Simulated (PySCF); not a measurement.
SnH4: tetrahedral to square-planar path

These are results of r2SCAN in PySCF with Sn def2-TZVP with ECP28, H def2-TZVP; scalar-relativistic core potentials, no spin–orbit coupling; density-fitted integrals, not measurements.

Rigid scan from the singlet minimum (Sn–H 1.702 Å (×4); H–Sn–H 109.5° (×6)). Coordinate: D2d path, angle between each bond and the S4 axis (54.74 tetrahedral, 90 square planar), bonds fixed. Energies in kJ/mol from the minimum.

Task: Predict the curve at 45.0, 50.0, 54.7, 60.0, 66.0, 72.0, 78.0, 84.0, 90.0.

Result: 
| angle of the bonds to the S4 axis (°) | E (kJ/mol) |
| --- | --- |
| 45.0 | 36.8 |
| 50.0 | 8.3 |
| 54.7 | 0.0 |
| 60.0 | 9.7 |
| 66.0 | 43.5 |
| 72.0 | 100.4 |
| 78.0 | 178.7 |
| 84.0 | 273.3 |
| 90.0 | 349.4 |

With the bonds held, the square planar shape lies 349.4 kJ/mol from the minimum.
